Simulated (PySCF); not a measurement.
Isomers C5H8O4Si:

A. SMILES C=C(C=O)O[SiH2]C(=O)OC
B. `CO/C=C(\OC=O)C(=O)[SiH3]`
C. `C=C[C@@H]1O[SiH2]O[C@@H](C=O)O1`

Spectrum 1. ¹H NMR (500 MHz, computed): δ 8.11 (s, 1H), 7.18 (s, 1H), 4.14 (s, 3H), 4.05 (s, 3H). ¹³C{¹H} NMR (computed): δ 222.5 (C), 160.2 (CH), 152.2 (CH), 138.0 (C), 61.8 (CH3).

Spectrum 2. ¹H NMR (500 MHz, computed): δ 9.21 (s, 1H), 6.07 (br s, 1H), 5.48 (br s, 1H), 5.26 (s, 2H), 3.87 (s, 3H). ¹³C{¹H} NMR (computed): δ 198.0 (CH), 191.4 (C), 161.9 (C), 118.8 (CH2), 52.2 (CH3).

Spectrum 3. ¹H NMR (500 MHz, computed): δ 10.36 (d, 1H), 6.17 (m, 1H), 6.16 (m, 1H), 5.88 (m, 1H), 5.67 (m, 1H), 5.47 (m, 1H), 5.45 (m, 1H), 5.24 (m, 1H). ¹³C{¹H} NMR (computed): δ 208.9 (CH), 144.5 (CH), 122.1 (CH2), 97.6 (CH), 94.9 (CH).

Calculated, not measured (PySCF): geometry: GFN2-xTB, PBE0/pcSseg-1 with gauge-including orbitals. Non-relativistic Hamiltonian, a single conformation, equivalent nuclei averaged, no solvent model.

Scale: TMS for ¹H (31.72 ppm) and ¹³C (186.93 ppm) (reference shieldings calculated alike). Where no couplings were computed, multiplicities follow the n + 1 count of equivalent neighbours, and m marks all less simple cases (inequivalent or close neighbours, rings, F or P nearby). Shifts are as computed. Against solution values, carbons near 30 ppm lie about +3 ppm off and those near 130 ppm about +5 ppm. Of 1309 compounds with measured shifts, 239 miss one by over three times the rms of a fit or turn the order of signals round; such compounds aren't used in these exercises.

Task: Which spectrum belongs to which compound?

Result: 1–B, 2–A, 3–C.

- Spectrum 1 (B): 5 ¹³C signals; δC 160.2 is an ester carbonyl carbon; δC 152.2 is an alkene carbon bearing oxygen.
- Spectrum 2 (A): 5 ¹³C signals; δC 198.0 is an aldehyde carbonyl carbon; δC 161.9 is an alkene carbon bearing oxygen.
- Spectrum 3 (C): 5 ¹³C signals; δC 208.9 is an aldehyde carbonyl carbon; δC 144.5 is an alkene CH.
